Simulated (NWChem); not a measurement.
System: C3H5 cation

The following NWChem deck was run.

```
start job
memory heap 200 mb stack 900 mb global 1100 mb
charge 1
geometry units angstroms noautosym nocenter noautoz
  C      0.001500    -1.382356     0.001868
  C     -0.047781    -0.109507    -0.000839
  C     -0.049493     1.291413     0.001592
  H     -0.929325    -1.972351    -0.081753
  H      0.958415    -1.926596     0.084267
  H      1.046577     1.513231     0.100434
  H     -0.367581     1.734733    -0.957497
  H     -0.532834     1.730964     0.890884
end
basis spherical
  C library def2-svp
  H library def2-svp
end
dft
  xc b3lyp
  iterations 150
end
cosmo
  do_cosmo_smd true
  solvent anisole
end
task dft energy
```

Structure relaxed at the PBE0/def2-SVP level. B3LYP is NWChem's, with the RPA form of VWN correlation. Solvent: anisole.

Level: B3LYP/def2-SVP with SMD (1 M gas to 1 M solution), gas-phase geometry. Reactions with the solvent are ignored.

Task: Predict the main results of this run. (B3LYP/def2-SVP, SMD on the gas-phase geometry.) Quantities: solvation free energy (kcal/mol); cavity-dispersion-structure term (kcal/mol).

Result: 
```
Item                                         Result
-------------------------------------------  ------
solvation free energy (kcal/mol)              -52.6
cavity-dispersion-structure term (kcal/mol)    -0.3
```
